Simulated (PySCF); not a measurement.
A calculated (revPBE, PySCF 2.14, aug-cc-pVTZ-DK, scalar relativity by spin-free X2C-1e) atom or ion has these occupied shells.

```json
{"shell": "1s β", "electrons": "1", "orbital energy (eV)": "-18799.4", "rms radius, mean of both spins (bohr)": "0.0415"}
{"shell": "1s α", "electrons": "1", "orbital energy (eV)": "-18799.4", "rms radius, mean of both spins (bohr)": "0.0415"}
{"shell": "2s α", "electrons": "1", "orbital energy (eV)": "-2646.2", "rms radius, mean of both spins (bohr)": "0.171"}
{"shell": "2s β", "electrons": "1", "orbital energy (eV)": "-2645.9", "rms radius, mean of both spins (bohr)": "0.171"}
{"shell": "2p α", "electrons": "3", "orbital energy (eV)": "-2365.3", "rms radius, mean of both spins (bohr)": "0.152"}
{"shell": "2p β", "electrons": "3", "orbital energy (eV)": "-2365.1", "rms radius, mean of both spins (bohr)": "0.152"}
{"shell": "3s α", "electrons": "1", "orbital energy (eV)": "-456.29", "rms radius, mean of both spins (bohr)": "0.474"}
{"shell": "3s β", "electrons": "1", "orbital energy (eV)": "-456.15", "rms radius, mean of both spins (bohr)": "0.474"}
{"shell": "3p α", "electrons": "3", "orbital energy (eV)": "-364.36", "rms radius, mean of both spins (bohr)": "0.481"}
{"shell": "3p β", "electrons": "3", "orbital energy (eV)": "-364.19", "rms radius, mean of both spins (bohr)": "0.481"}
{"shell": "3d α", "electrons": "5", "orbital energy (eV)": "-214.00", "rms radius, mean of both spins (bohr)": "0.475"}
{"shell": "3d β", "electrons": "5", "orbital energy (eV)": "-213.74", "rms radius, mean of both spins (bohr)": "0.475"}
{"shell": "4s α", "electrons": "1", "orbital energy (eV)": "-76.369", "rms radius, mean of both spins (bohr)": "1.23"}
{"shell": "4s β", "electrons": "1", "orbital energy (eV)": "-74.661", "rms radius, mean of both spins (bohr)": "1.23"}
{"shell": "4p α", "electrons": "3", "orbital energy (eV)": "-52.491", "rms radius, mean of both spins (bohr)": "1.38"}
{"shell": "4p β", "electrons": "3", "orbital energy (eV)": "-50.546", "rms radius, mean of both spins (bohr)": "1.38"}
{"shell": "4d α", "electrons": "3", "orbital energy (eV)": "-20.156", "rms radius, mean of both spins (bohr)": "2.01"}
```

Task: Name the element and its charge.

Result: Nb²⁺ (niobium, charge +2), in [Kr] 4d3, high-spin 4F determinant.
